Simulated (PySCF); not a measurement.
C$_{2}$H$_{6}$Cl$_{2}$Sn, singlet, geometry from GFN2-xTB (such geometries of metal compounds can be far from the true shape) (all electrons, no relativity); HF/STO-3G (PySCF).

Input for PySCF:
```python
from pyscf import gto, scf

mol = gto.M(
    atom='''
C     1.80274258   -1.51892946    0.13022470
Sn   -0.01552912   -0.26777656   -0.05001192
C    -1.95844921   -1.15908069   -0.62853208
Cl    0.45401961    1.44019862   -1.56676734
Cl   -0.32257777    0.82263295    1.98839743
H     1.64728004   -2.25891613    0.90564891
H     2.63055354   -0.87076108    0.39427872
H     1.99607754   -2.00130122   -0.82002828
H    -2.68555220   -0.35840678   -0.70224067
H    -2.26178223   -1.86871977    0.13139445
H    -1.85039202   -1.65314243   -1.58632442
''',
    basis='sto-3g',
    verbose=4,
)

mf = scf.RHF(mol)
mf.kernel()
```

### Question
What does PySCF print? Leave out banner, timings and long lists.

### Answer

```
PySCF version 2.14.0

[INPUT] verbose = 4
[INPUT] num. atoms = 11
[INPUT] num. electrons = 102
[INPUT] charge = 0
[INPUT] spin (= nelec alpha-beta = 2S) = 0
[INPUT] symmetry False subgroup None
[INPUT] Mole.unit = angstrom
[INPUT] Symbol           X                Y                Z      unit          X                Y                Z       unit  Magmom
[INPUT]  1 C      1.802742580000  -1.518929460000   0.130224700000 AA    3.406689749292  -2.870360681934   0.246089017654 Bohr   0.0
[INPUT]  2 Sn    -0.015529120000  -0.267776560000  -0.050011920000 AA   -0.029345783756  -0.506024360978  -0.094508831764 Bohr   0.0
[INPUT]  3 C     -1.958449210000  -1.159080690000  -0.628532080000 AA   -3.700932635771  -2.190345060372  -1.187753491703 Bohr   0.0
[INPUT]  4 Cl     0.454019610000   1.440198620000  -1.566767340000 AA    0.857972718082   2.721580956777  -2.960761173513 Bohr   0.0
[INPUT]  5 Cl    -0.322577770000   0.822632950000   1.988397430000 AA   -0.609583639173   1.554550976543   3.757526569489 Bohr   0.0
[INPUT]  6 H      1.647280040000  -2.258916130000   0.905648910000 AA    3.112908126063  -4.268732824062   1.711428404911 Bohr   0.0
[INPUT]  7 H      2.630553540000  -0.870761080000   0.394278720000 AA    4.971025746605  -1.645499961130   0.745078797544 Bohr   0.0
[INPUT]  8 H      1.996077540000  -2.001301220000  -0.820028280000 AA    3.772039873996  -3.781911198558  -1.549628863598 Bohr   0.0
[INPUT]  9 H     -2.685552200000  -0.358406780000  -0.702240670000 AA   -5.074958151223  -0.677290655387  -1.327042539831 Bohr   0.0
[INPUT] 10 H     -2.261782230000  -1.868719770000   0.131394450000 AA   -4.274148968108  -3.531368568860   0.248299524788 Bohr   0.0
[INPUT] 11 H     -1.850392020000  -1.653142430000  -1.586324420000 AA   -3.496734140881  -3.123986437598  -2.997718698510 Bohr   0.0

nuclear repulsion = 743.59372328344
number of shells = 33
number of NR pGTOs = 183
number of NR cGTOs = 61
basis = sto-3g
ecp = {}

******** <class 'pyscf.scf.hf.RHF'> ********
method = RHF
initial guess = minao
damping factor = 0
level_shift factor = 0
DIIS = <class 'pyscf.scf.diis.CDIIS'>
diis_start_cycle = 1
diis_space = 8
diis_damp = 0
SCF conv_tol = 1e-09
SCF conv_tol_grad = None
SCF max_cycles = 50
direct_scf = True
direct_scf_tol = 1e-13
Set gradient conv threshold to 3.16228e-05
Initial guess from minao.
init E= -6933.34916216443
  HOMO = -0.542808303620031  LUMO = -0.204347988108147  gap/eV = 9.20997
cycle= 1 E= -6950.8848396439  delta_E= -17.5  |g|= 0.365  |ddm|= 3.77
  HOMO = -0.314360023870358  LUMO = 0.288793173482278  gap/eV = 16.41263
cycle= 2 E= -6950.9533070902  delta_E= -0.0685  |g|= 0.0873  |ddm|= 0.814
  HOMO = -0.33947127687169  LUMO = 0.271017449867674  gap/eV = 16.61224
cycle= 3 E= -6950.95744782422  delta_E= -0.00414  |g|= 0.0198  |ddm|=  0.2
  HOMO = -0.34703089196315  LUMO = 0.267096503447059  gap/eV = 16.71126
cycle= 4 E= -6950.95774010494  delta_E= -0.000292  |g|= 0.00553  |ddm|= 0.0584
  HOMO = -0.347374887163247  LUMO = 0.266904577799322  gap/eV = 16.71540
cycle= 5 E= -6950.95776053601  delta_E= -2.04e-05  |g|= 0.000665  |ddm|= 0.0167
  HOMO = -0.347505855972958  LUMO = 0.266733812859894  gap/eV = 16.71431
cycle= 6 E= -6950.95776092406  delta_E= -3.88e-07  |g|= 7.36e-05  |ddm|= 0.00238
  HOMO = -0.347508201718091  LUMO = 0.26674075652106  gap/eV = 16.71457
cycle= 7 E= -6950.95776092882  delta_E= -4.76e-09  |g|= 1.32e-05  |ddm|= 0.000272
  HOMO = -0.347508822361704  LUMO = 0.266738303834079  gap/eV = 16.71452
cycle= 8 E= -6950.95776092898  delta_E= -1.6e-10  |g|= 2.72e-06  |ddm|= 5.93e-05
  HOMO = -0.347508727036014  LUMO = 0.266738602834923  gap/eV = 16.71452
Extra cycle  E= -6950.95776092902  delta_E= -4.18e-11  |g|= 1.16e-06  |ddm|= 9.01e-06
converged SCF energy = -6950.95776092902
```
